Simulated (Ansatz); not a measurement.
**C2H3BO2: which of these isomers lies lowest?**

2 of its isomers, all singlets with charge 0: A = `OBC#CO`; B = `B1OC=CO1`.

Shapes, held fixed at every level: PBE0-D4/def2-TZVP. Flexible molecules stand in one conformer, not always the lowest. Programs: Ansatz 0.2.0.

A:

```xyz
8

O     0.1962    2.0792   -0.8999
B     0.9094    1.0292   -0.4206
C     0.2488   -0.2298    0.0977
C    -0.2481   -1.2499    0.5191
O    -0.6980   -2.3692    0.9850
H    -0.7526    1.9278   -0.8698
H     2.0993    1.1443   -0.4260
H    -1.6629   -2.3885    0.9586
```

B:

```xyz
8

B    -0.4664    1.1867    0.0740
O     0.8634    0.8611    0.2015
C     0.9173   -0.5013    0.0477
C    -0.3080   -0.9776   -0.1611
O    -1.2125    0.0542   -0.1524
H    -0.9053    2.2834    0.1485
H     1.8767   -0.9862    0.1103
H    -0.6731   -1.9774   -0.3244
```

Electronic energies in kJ/mol, without zero-point or thermal terms.

| level | kind | B − A |
| --- | --- | --- |
| HF/def2-TZVPP | Hartree–Fock | -194.2 |
| PBE-D4/def2-TZVPP | GGA | -205.0 |
| r2SCAN-D4/def2-TZVPP | meta-GGA | -209.5 |
| wB97X-V/def2-TZVPP | range-separated hybrid | -218.7 |
| MP2/def2-SVP | perturbation theory | -215.9 |
| MP2/def2-TZVPP | perturbation theory | -200.4 |
| CCSD(T)/def2-TZVPP | coupled cluster or CI | -207.6 |
| CCSD(T)/CBS estimate | coupled cluster or CI | -205.9 |

The highest level, CCSD(T)/CBS estimate, puts B lowest of these. All levels agree on that. The B − A difference spans -218.7 to -194.2 kJ/mol over the levels. The CBS estimate extrapolates MP2 from def2-TZVPP and def2-QZVPP and adds CCSD(T) − MP2 in the triple-zeta set, cores frozen.
